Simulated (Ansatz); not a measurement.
Br2, triplet, geometry from GFN2-xTB (a higher spin typed on purpose: for a closed-shell molecule this is an excited state).

Ansatz (a quantum-chemistry and plane-wave program) was given this input:
Ansatz 0.2 input:
```yaml
crystal:
  periodic: [false, false, false]
  atoms:
    - {symbol: Br, position_ang: [-0.00000000, -0.00000000, -1.42665696]}
    - {symbol: Br, position_ang: [0.00000000, 0.00000000, 1.42665696]}
basis:
  gaussian:
    orbitals: def2-SVP
hamiltonian:
  xc: pbe
magnetization: {spin_polarized: true, initial_magnetization: 2}
```

Question: What is the computed <S^2> (Ansatz with PBE/def2-SVP)?

Answer: 2.001

Question: What is the computed number of basis functions (PBE/def2-SVP)?

Answer: 64

Question: What is the computed total energy (PBE/def2-SVP)?

Answer: -5146.856902 Ha
